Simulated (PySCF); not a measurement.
Computed properties of Si(H)(SeH)3 (H4Se3Si), SMILES [SeH][SiH]([SeH])[SeH]

Si(H)(SeH)3 (H₄Se₃Si), SMILES [SiH]([SeH])([SeH])[SeH]. Coordinates come from a B3LYP-D3(BJ)/def2-SVP optimisation. One conformer was computed; it need not be the lowest. All values are computed for the isolated molecule unless a solvent is named; none is compared with measurement here.

**Structure.** All 18 harmonic modes at B3LYP-D3(BJ)/def2-SVP (PySCF) are real, so it is a minimum. With heavy atoms numbered as in [SiH:1]([SeH:2])([SeH:3])[SeH:4], the shortest bond between them is Si1–Se3 at 2.293 Å and the longest Si1–Se2 at 2.297 Å.

**Vibrations.** The strongest infrared lines (harmonic, unscaled, degenerate partners summed) lie at 750 cm⁻¹ (136 km/mol, H 92 %), 817 cm⁻¹ (106 km/mol, H 93 %), 2224 cm⁻¹ (85 km/mol, H 97 %). The softest mode is at 75 cm⁻¹ and the zero-point energy is 21.4 kcal/mol.

**Electronic structure.** r2SCAN/def2-TZVP (PySCF) places the frontier levels at -6.27 and -1.56 eV, a gap of 4.71 eV, and gives a dipole moment of 0.78 D and a mean polarisability of 108.1 bohr³. PBE/def2-TZVP (PySCF) at the same geometry gives -5.98 and -1.78 eV, so its gap is 0.51 eV narrower. An orbital gap is neither the optical nor the fundamental gap.

**Excitations.** TDA-PBE0/def2-SVPD (PySCF) has S1 at 4.75 eV (261 nm, f = 0.013, weak); the most intense of the 10 singlets computed lies at 5.84 eV (f = 0.05). T1 (TDA) is at 4.34 eV, 0.41 eV under S1. TDA-PBE/def2-SVPD (PySCF) puts S1 at 4.23 eV. No vertical singlet excitation falls in the visible range (under 3.1 eV).

**NMR.** GIAO shifts at B3LYP/pcSseg-1 (PySCF) (non-relativistic, atoms alike by connectivity averaged): ¹H from 1.6 to 6.8 ppm against TMS; ²⁹Si at 44.7 ppm against TMS.
